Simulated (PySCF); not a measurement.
## [TbF4]− at several levels of theory

Computed with PySCF 2.14.0 (density fitting, no spin-orbit coupling) at the geometry relaxed with PBE0:

```xyz
5
[TbF4]− (singlet in the valence; each metal's 4f electrons, 8 of them, lie in its core potential, out of spins and levels)
Tb    0.0000    0.0000    0.0000
F     1.2021    1.2021    1.2021
F    -1.2021   -1.2021    1.2021
F     1.2021   -1.2021   -1.2021
F    -1.2021    1.2021   -1.2021
```

| level | basis | state | HOMO (eV) | gap (eV) | charge on Tb1 (e) | population of f-type functions on Tb1 (polarisation alone where 4f lies in the core) | dipole about the centre of mass (D) | largest force component (eV/Å) |
| --- | --- | --- | --- | --- | --- | --- | --- | --- |
| PBE0 | Tb lcecp-1-SVP with ECP54, F def2-SVP | singlet | -4.92 | 8.74 | 1.05 | 0.09 | 0.00 | 0.00 |
| TPSSh | the same | singlet | -3.80 | 7.44 | 1.00 | 0.09 | 0.00 | 0.08 |
| BLYP | the same | singlet | -2.83 | 6.01 | 0.75 | 0.09 | 0.00 | 0.22 |

In the lcecp rows the 4f levels are missing from HOMO and gap, and the state counts the valence alone.

Charges are Mulliken's, which hang on the basis. The relaxation used the grid (50, 194), these runs (75, 302) or, all-electron (x2c bases, spin-free X2C Hamiltonian), (99, 590).

(1) What does PBE0 with Tb lcecp-1-TZVP with ECP54, F def2-TZVP give here?

An lcecp potential fixes the number of 4f electrons, so in runs with it no electron can move into or out of that shell.

## Answers

(1) state singlet, HOMO (eV) -5.26, gap (eV) 8.94, charge on Tb1 (e) 1.55, population of f-type functions on Tb1 (polarisation alone where 4f lies in the core) 0.11, dipole about the centre of mass (D) 0.00, largest force component (eV/Å) 0.13. Time: 12 s on 2 threads of Arm Neoverse V1, on a shared host, from free ions and atoms.
